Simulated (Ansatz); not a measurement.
C2HClF2Ge, SMILES `C#[C][Ge]([F])([F])[Cl]`. Total charge 0; spin multiplicity 1.

Cartesian coordinates in Å:
```
C -0.492 -1.812 0.857
C -0.224 -0.762 0.335
Ge 0.209 0.871 -0.455
F -1.199 1.815 -0.679
F 0.846 0.624 -2.022
Cl 1.594 2.008 0.646
H -0.733 -2.744 1.317
```

Q: What are the harmonic wavenumbers in cm⁻¹ at PBE0-D4/def2-TZVP (Ansatz, finite differences of forces, unscaled)? (Best estimate.)

A: The calculation gave: 96, 115, 178, 213, 246, 317, 321, 458, 559, 741, 754, 755, 759, 2186, 3463.

Q: Is this a minimum?

A: Yes, all 15 modes are real.

Q: Give the ideal-gas thermochemistry at 298.15 K and 1 bar (rigid rotor, harmonic oscillator; point group Cs, symmetry number 1).

A: Zero-point energy 66.8 kJ/mol; H(298) − E = 89.0 kJ/mol; entropy 366.2 J/(mol·K), of which translation 173.0, rotation 118.8, vibration 74.4; G(298) − E = -20.2 kJ/mol. Modes under 100 cm⁻¹ are hindered rotations or soft bends, so the harmonic entropy is rough.

Q: And at 400, 500, 600, 800 and 1000 K?

A: 
```
T (K)  H − E (kJ/mol)  S (J/mol/K)  G − E (kJ/mol)
  400           100.7        399.8           -59.3
  500           113.0        427.4          -100.7
  600           126.0        450.9          -144.6
  800           153.0        489.8          -238.8
 1000           181.0        521.0          -340.0
```

Q: Rotational constants (cm⁻¹)?

A: 0.08397, 0.05598, 0.04667.
